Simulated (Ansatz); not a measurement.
Reaction (ligand exchange at the Si–C bond): `C[SiH2]C(F)BF` + CH₃OH → `CO[SiH2]C` + `FBCF`

Isolated molecules relaxed with PBE0-D4/def2-TZVP in Ansatz; ΔE leaves out vibrations. CCSD(T)/CBS adds triple-zeta CCSD(T) − MP2 to the extrapolated MP2 energy (def2 sets, frozen cores). This one scheme is used for every species. Functionals use def2-TZVPP. B3LYP here is the variant with VWN-RPA as its local correlation; programs differ in this. Each species was taken in one conformer, which may not be the lowest.

`C[SiH2]C(F)BF`:

Z-matrix (Å, degrees):
```
C
Si 1 1.866
H 1 1.092 2 111.1
H 1 1.093 2 110.2 3 119.6
H 1 1.092 2 111.2 3 -120.5
C 2 1.919 1 110.3 3 60.6
H 2 1.488 1 111.0 3 -179.1
H 2 1.486 1 111.8 3 -57.5
B 6 1.552 2 111.7 1 68.4
F 6 1.399 2 108.1 1 -168.0
H 6 1.100 2 105.8 1 -52.2
F 9 1.328 6 118.2 2 -66.5
H 9 1.197 6 123.6 2 111.0
```

CH₃OH:

Z-matrix (Å, degrees):
```
C
O 1 1.409
H 1 1.097 2 112.4
H 1 1.090 2 107.0 3 -118.5
H 1 1.097 2 112.4 3 123.0
H 2 0.959 1 108.5 3 -61.6
```

`CO[SiH2]C`:

Z-matrix (Å, degrees):
```
C
O 1 1.406
H 1 1.092 2 108.4
H 1 1.097 2 111.7 3 -119.3
H 1 1.096 2 111.6 3 119.1
Si 2 1.646 1 122.9 3 170.6
C 6 1.864 2 112.5 1 66.4
H 6 1.493 2 109.3 1 -54.7
H 6 1.483 2 105.4 1 -172.6
H 7 1.093 6 111.6 2 -62.6
H 7 1.093 6 111.1 2 58.5
H 7 1.094 6 110.0 2 178.1
```

`FBCF`:

```xyz
7

F     1.147   -1.515   -0.232
B    -0.002   -0.878   -0.182
C    -0.059    0.653    0.131
F     1.174    1.241    0.340
H    -1.009   -1.500   -0.382
H    -0.687    0.823    1.018
H    -0.565    1.177   -0.693
```

```json
{"level": "B3LYP-D4", "ΔE (kcal/mol)": "-23.8"}
{"level": "r2SCAN", "ΔE (kcal/mol)": "-23.1"}
{"level": "CCSD/def2-TZVPP", "ΔE (kcal/mol)": "-24.4"}
{"level": "MP2/def2-QZVPP", "ΔE (kcal/mol)": "-24.5"}
```

Task: What does CCSD(T)/CBS give? (Best estimate.)

Result: Computed: -23.5 kcal/mol. The listed levels differ from it by -0.3, 0.4, -0.9, -1.0 kcal/mol.

Largest T1 diagnostic among the species: 0.012.

From PBE to PBE0 (25 % exact exchange), in def2-TZVPP and without D4, ΔE moves by −1.3 kcal/mol. The D4 term adds +0.7 kcal/mol with B3LYP and +0.4 kcal/mol with PBE0; it sums over pairs of atoms, weighted by their polarisabilities, and B3LYP, whose exchange is more repulsive, gets the larger term.
